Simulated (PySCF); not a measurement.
Cl2FGeH3Si, SMILES F[Si](Cl)(Cl)[GeH3]. Atoms are numbered in the order given.

```xyz
8

F      0.8442    -1.8882     0.0000
Si     0.5443    -0.2954     0.0000
Cl     1.4426     0.4928    -1.6814
Cl     1.4426     0.4928     1.6814
Ge    -1.7940     0.1168     0.0000
H     -2.4222    -0.5021    -1.2612
H     -2.4222    -0.5021     1.2612
H     -2.0145     1.6394     0.0000
```
Charge 0, spin multiplicity 1.

Coordinates come from a B3LYP-D3(BJ)/def2-SVP optimisation. The structure was generated by enumeration, and PubChem lists no compound with its InChIKey, so it may never have been made.

The numbers are results of B3LYP/def2-TZVP in PySCF, not measurements.

Isolated molecule, no solvent.

Problem. Estimate the frontier levels, gap, dipole moment and polarisability. (An estimate is asked for; the answer gives what the named calculation found.)

Solution. 
| Item | Result |
|---|---|
| highest occupied level | -8.53 eV |
| lowest empty level | -0.73 eV |
| orbital gap | 7.81 eV |
| dipole moment | 1.81 D |
| quadrupole, principal values (traceless, Buckingham form, about the centre of nuclear charge) | -2.57, 0.48, 2.09 D·Å |
| mean static polarisability | 80.0 bohr³ (11.85 Å³) |
| polarisability, principal values | 65.8, 83.2, 91.0 bohr³ |
